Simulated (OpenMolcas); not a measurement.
C IV: effect of the level shift or regulariser

| Quantity | Value |
| --- | --- |
| Program | OpenMolcas |
| Basis | ANO-R1 [3s2p1d] |
| Scalar Hamiltonian | X2C, finite nucleus |
| Active space | 1 electron in 4 orbitals (2s 2p) |
| State averaging | 2S+1 = 2 even, 1 root; 2S+1 = 2 odd, 3 roots |
| Spin-orbit coupling | RASSI with atomic mean-field integrals over the reference wave functions, term energies averaged over their components |

Methods on the same reference wave functions:
A. CASSCF
B. SS-CASPT2, IPEA 0.25 Eh, imaginary shift 0.1 Eh (closed shells correlated: 1s)
C. SS-CASPT2, IPEA 0.25 Eh, imaginary shift 0.3 Eh (closed shells correlated: 1s)

Energies in cm⁻¹ above 2s ²S_1/2, the measured ground level; measured values from Moore, Selected Tables of Atomic Spectra, NSRDS-NBS 3, section 3.

```tsv
Level	A	B	C	Measured
2s ²S_1/2	0.0	0.0	0.0	0.0
2p ²P°_1/2	67445	67362	67362	64484
2p ²P°_3/2	67528	67445	67445	64592
```

Deviations, from unrounded energies. A percentage is the sum of absolute deviations over the sum of measured energies, with the sign that they share, or ± where signs differ.

```tsv
Against measurement	Levels	A	B	C
mean absolute deviation (cm-1)	2	2900	2900	2900
other configurations (%)	2	+4.6	+4.4	+4.4
```

A, B, C lie about equally close to measurement. The largest miss of B in the table is 2p ²P°_1/2, by +2900 cm-1. The ranking rests on the paired levels alone, and a cruder setting can come out closer through cancelling errors.

Between B and C no level of the table moves by more than 5 cm-1.

The two smallest mean deviations differ by little beside CASPT2's spread within terms, so their order carries little weight.

The lowest spin-free term lies below A's lowest term by 0.001 hartree in B, 0.001 hartree in C.

The basis is small and was not contracted for so high a charge. With one active electron the reference holds no correlation, so core polarisation is missing (holds for A). With one active electron, CASPT2 adds the correlation within the correlated inactive shells and between them and that electron, and leaves the splitting within a term as the reference gives it (holds for B; C). Computed and measured levels are paired by configuration, term and J; levels that our copy of the source lacks, or whose pairing is in doubt (as where it misses far off the trend of its configuration), stay unpaired and out of the deviations. Only configurations of the active space appear.

° marks odd parity.
